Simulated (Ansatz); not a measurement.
Gas-phase electronic energies from Ansatz, PBE0-D4/def2-TZVP geometries. CCSD(T)/CBS is the MP2 limit (def2-TZVPP, def2-QZVPP) plus CCSD(T) − MP2 in def2-TZVPP, frozen cores. This one scheme is used for every species. Functionals use def2-TZVPP. HSE06 is defined as in plane-wave codes. Each species was taken in one conformer, which may not be the lowest.

`C[CH2][Al]([F])[F]` + `SS` → `CCSS` + `[F][AlH][F]`  (substitution at a C–Al bond)

Q: Is it downhill or uphill in electronic energy at CCSD(T)/CBS, and by how much? (Estimate.)

A: Ansatz gave: Uphill: ΔE = +20.8 kJ/mol.

Q: What do these levels give: BLYP-D4, ωB97M-V, B2PLYP, HSE06, RPA@PBE/def2-TZVPP, MP2/def2-SVP? (An estimate is asked.)

A: The calculation gave: BLYP-D4 20.1, ωB97M-V 24.0, B2PLYP 23.6, HSE06 25.4, RPA@PBE/def2-TZVPP 21.9, MP2/def2-SVP 20.5 kJ/mol.

Largest T1 diagnostic among the species: 0.013.

The D4 term adds −5.7 kJ/mol with B3LYP and −3.0 kJ/mol with PBE0; it sums over pairs of atoms, weighted by their polarisabilities, and B3LYP, whose exchange is more repulsive, gets the larger term. Leaving LDA and LC-ωPBE aside and taking each functional with its dispersion term where it has one, the values, not all of them listed here, spread over 9.6 kJ/mol, from B97M-V to ωB97M-V. LDA lies −6.4 kJ/mol from PBE without D4.

B3LYP here is the variant with VWN-RPA as its local correlation; programs differ in this.
